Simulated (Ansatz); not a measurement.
HCl₆OSi₂ (SMILES Cl[Si](Cl)(Cl)[OH+][Si](Cl)(Cl)Cl), charge +1, singlet, geometry from GFN2-xTB; HF/STO-3G run with Ansatz (an electronic-structure program).

Input for Ansatz:
Ansatz 0.2 input:
```yaml
crystal:
  periodic: [false, false, false]
  atoms:
    - {symbol: Cl, position_ang: [2.29208744, 0.03072928, -1.64496555]}
    - {symbol: Si, position_ang: [1.65745847, 0.37365787, 0.19292842]}
    - {symbol: Cl, position_ang: [2.71497859, -0.43606455, 1.66053551]}
    - {symbol: Cl, position_ang: [0.91718275, 2.16731599, 0.53707867]}
    - {symbol: O, position_ang: [0.14596974, -0.70136704, 0.28419722]}
    - {symbol: Si, position_ang: [-1.63848008, -0.45849063, -0.15838624]}
    - {symbol: Cl, position_ang: [-1.52131348, 0.66159889, -1.77601360]}
    - {symbol: Cl, position_ang: [-2.34859499, 0.42063932, 1.46044613]}
    - {symbol: Cl, position_ang: [-2.15811472, -2.35117281, -0.43691879]}
    - {symbol: H, position_ang: [0.33071016, -1.58318857, 0.64007147]}
basis:
  gaussian:
    orbitals: STO-3G
    fitting: {mean_field: cc-pVTZ-JKFIT}
hamiltonian:
  xc: hf
total_charge: 1
```

What the program printed (banner, timings and long lists left out):

```
Functional definition: HF
1077 factors; integrals over basis functions are off by at most 8.4e-4 eV
mean field evaluation 1: about -91782.8743 eV, gradient 4.1e1 eV
mean field evaluation 2: about -91790.0145 eV, gradient 1.0e1 eV
mean field evaluation 4: about -91790.4016 eV, gradient 4.4e-1 eV
mean field -91790.40267448 eV, -3373.2350805176 hartree, gradient 2.3e-5 eV, S^2 0.000000; 0 other end points of the search recorded, 0 dependent functions left out
reference -91790.40267448 eV, -3373.2350805176 hartree; 69, 69 occupied and 9, 9 virtual orbitals, 1077 factors
Total energy: -91790.40267448 eV, -3373.2350805176 hartree
```
